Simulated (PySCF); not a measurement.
# Spin–spin coupling constants

Molfile (atoms numbered from 1):
```
C4H12Ge2
     RDKit          3D

 18 17  0  0  0  0  0  0  0  0999 V2000
   -3.0125    0.0193   -0.1110 C   0  0  0  0  0  0  0  0  0  0  0  0
   -1.7420   -0.2543   -0.4216 C   0  0  0  0  0  0  0  0  0  0  0  0
   -0.9104   -1.3407    0.1673 C   0  0  0  0  0  0  0  0  0  0  0  0
    0.3517   -0.6219    1.5043 Ge  0  0  0  0  0  4  0  0  0  0  0  0
    1.3287    0.9030    0.7596 C   0  0  0  0  0  0  0  0  0  0  0  0
    2.3525    0.5084   -0.8575 Ge  0  0  0  0  0  4  0  0  0  0  0  0
   -3.5682   -0.5865    0.6125 H   0  0  0  0  0  0  0  0  0  0  0  0
   -3.5429    0.8564   -0.5713 H   0  0  0  0  0  0  0  0  0  0  0  0
   -1.2374    0.3886   -1.1549 H   0  0  0  0  0  0  0  0  0  0  0  0
   -0.3164   -1.8524   -0.6074 H   0  0  0  0  0  0  0  0  0  0  0  0
   -1.5316   -2.0983    0.6699 H   0  0  0  0  0  0  0  0  0  0  0  0
   -0.4497   -0.1707    2.7441 H   0  0  0  0  0  0  0  0  0  0  0  0
    1.3549   -1.7218    1.9209 H   0  0  0  0  0  0  0  0  0  0  0  0
    0.6098    1.7087    0.5413 H   0  0  0  0  0  0  0  0  0  0  0  0
    2.0209    1.2831    1.5276 H   0  0  0  0  0  0  0  0  0  0  0  0
    1.4041    0.0524   -1.9855 H   0  0  0  0  0  0  0  0  0  0  0  0
    3.3609   -0.6245   -0.5832 H   0  0  0  0  0  0  0  0  0  0  0  0
    3.1213    1.7551   -1.3379 H   0  0  0  0  0  0  0  0  0  0  0  0
  1  2  2  0
  2  3  1  0
  3  4  1  0
  4  5  1  0
  5  6  1  0
  1  7  1  0
  1  8  1  0
  2  9  1  0
  3 10  1  0
  3 11  1  0
  4 12  1  0
  4 13  1  0
  5 14  1  0
  5 15  1  0
  6 16  1  0
  6 17  1  0
  6 18  1  0
M  END
```

Couplings: B3LYP/pcJ-1 (pcSseg-1 on Ge) (without the spin–dipole term) in PySCF 2.14, geometry PBE0-D3(BJ)/def2-SVP; gas phase, one conformer, non-relativistic. Couplings are averaged over pairs made equivalent by symmetry, fast rotation or ring inversion, so a value needn't be that of the named pair in this geometry, while other rotamers aren't included; one pair stands for each set, and the list holds a selection of those of at least 0.8 Hz over up to four bonds.

Isotopes: ¹³C, ¹H.

```
    pair  bonds  J (Hz)
  C1, C2      1    76.7
  C1, H7      1       ?
  C1, H8      1       ?
  C2, C3      1    44.3
  C2, H9      1       ?
 C3, H10      1   137.7
 C5, H14      1   136.7
  C2, H7      2       ?
 C2, H10      2       ?
  C3, C5      2       ?
 C5, H12      2     8.4
 C5, H16      2       ?
  H7, H8      2     2.3
H10, H11      2   -12.5
H12, H13      2    16.4
  C3, H7      3     8.1
  C3, H8      3    13.2
 C3, H14      3     2.2
 C5, H10      3     2.3
  H7, H9      3    18.3
 H9, H10      3    10.4
H10, H12      3     2.8
H12, H15      3     4.9
H14, H16      3     3.9
 H7, H10      4       ?
H10, H15      4    -1.0
```

Question: Estimate the withheld couplings, with signs.

Answer: 
- ¹J(C1,H7) = 163.8 Hz (bond length 1.095 Å, sp2 carbon)
- ¹J(C1,H8) = 169.9 Hz (bond length 1.093 Å, sp2 carbon)
- ¹J(C2,H9) = 158.3 Hz (bond length 1.098 Å, sp2 carbon)
- ²J(C2,H7) = -1.4 Hz (angle at C1 122°)
- ²J(C2,H10) = -5.8 Hz (mean over equivalent pairs that range from -6.8 to -4.8 Hz in this conformer)
- ²J(C3,C5) = 2.3 Hz (angle at Ge4 110°)
- ²J(C5,H16) = 7.3 Hz (mean over equivalent pairs that range from 5.7 to 8.3 Hz in this conformer)
- ⁴J(H7,H10) = -1.3 Hz (mean over equivalent pairs that range from -2.1 to -0.5 Hz in this conformer)

Relativistic effects of the heavier atoms present are left out.
